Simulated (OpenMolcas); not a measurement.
4s² 4p³ along the 33-electron sequence

```
Program             : OpenMolcas 26.06
Method              : CASSCF
Basis               : ANO-RCC-VQZP
Scalar Hamiltonian  : DKH2, point nucleus
Spin-orbit coupling : RASSI with atomic mean-field integrals over the reference wave functions, term energies averaged over their components
```

Active space for each ion: 5 electrons in 4 orbitals (4s 4p).

Computed levels in cm-1 above ⁴S°_3/2:

```csv
Level,As,Se+,Br2+,Kr3+
²D°_3/2,14391,17295,19640,21591
²D°_5/2,14689,17905,20707,23302
²P°_1/2,20408,25054,29186,33029
²P°_3/2,20739,25758,30462,35144
weight of ⁴S° in the lowest level (%),100,99,99,98
```

Measured, with the error of the calculation in %. Measured levels: As, Se+ from NIST Handbook of Basic Atomic Spectroscopic Data; Br2+ from Moore, Atomic Energy Levels, vol. II, NSRDS-NBS 35 (1971 reprint of NBS Circular 467, 1952); Kr3+ from Saloman, J. Phys. Chem. Ref. Data 36, 215 (2007).

```csv
Level,As,Se+,Br2+,Kr3+
²D°_3/2,10593 (+35.9),13168 (+31.3),,17038 (+26.7)
²D°_5/2,10915 (+34.6),13784 (+29.9),,18700 (+24.6)
²P°_1/2,18186 (+12.2),23038 (+8.7),26915 (+8.4),31056 (+6.4)
²P°_3/2,18648 (+11.2),23895 (+7.8),28579 (+6.6),33406 (+5.2)
```

²D°_3/2 changes by a factor of 1.5 over the same range, with steps per unit of Z of +2900, +2340, +1950 cm-1.

Without dynamic correlation excited terms often stand tens of per cent too high (terms of higher spin than the ground term too low), and those without a measured partner can miss by more than the paired ones (holds for As; Se+). Measured partners are found by configuration, term and J. A level has none where our copy of the source lacks it or the pairing is in doubt (some pairs that miss far off the trend of their configuration count as doubtful), and it then counts in no deviation. Levels of configurations outside the active space are missing.

° marks odd parity.
